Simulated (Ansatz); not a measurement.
Reaction (cleavage of the Si–Si bond): `[SiH3][SiH]1CS1` + `N=C(F)F` → `FC(F)=N[SiH3]` + `C1[SiH2]S1`

Isolated molecules relaxed with PBE0-D4/def2-TZVP in Ansatz; ΔE leaves out vibrations. CCSD(T)/CBS adds triple-zeta CCSD(T) − MP2 to the extrapolated MP2 energy (def2 sets, frozen cores). Functionals use def2-TZVPP. B3LYP here is the variant with VWN-RPA as its local correlation; programs differ in this. Each species was taken in one conformer, which may not be the lowest.

Q: Is it downhill or uphill in electronic energy at CCSD(T)/CBS, and by how much? (An estimate is asked.)

A: The calculation gave: Downhill: ΔE = -0.41 eV.

Q: What do these levels give: LDA (SPW92), PBE0-D4, B3LYP-D4, BHLYP-D4, CAM-B3LYP-D4, ωB97X-V, ωB97M-V, r2SCAN, RPA@PBE/def2-TZVPP, CCSD(T)/def2-SVP, CCSD/def2-TZVPP, HF/CBS(def2)? (An estimate is asked.)

A: Computed: LDA (SPW92) -0.29, PBE0-D4 -0.29, B3LYP-D4 -0.43, BHLYP-D4 -0.49, CAM-B3LYP-D4 -0.49, ωB97X-V -0.43, ωB97M-V -0.47, r2SCAN -0.39, RPA@PBE/def2-TZVPP -0.42, CCSD(T)/def2-SVP -0.37, CCSD/def2-TZVPP -0.44, HF/CBS(def2) -0.65 eV.

Largest T1 diagnostic among the species: 0.013.

In def2-TZVPP, CCSD(T) changes the Hartree–Fock value by +0.22 eV (the triples alone add +0.03 eV) and MP2 by +0.14 eV. From BLYP to BHLYP (50 % exact exchange), in def2-TZVPP and without D4, ΔE moves by −0.11 eV. Leaving LDA and LC-ωPBE aside and taking each functional with its dispersion term where it has one, the values, not all of them listed here, spread over 0.25 eV, from CAM-B3LYP-D4 to PBE-D4.
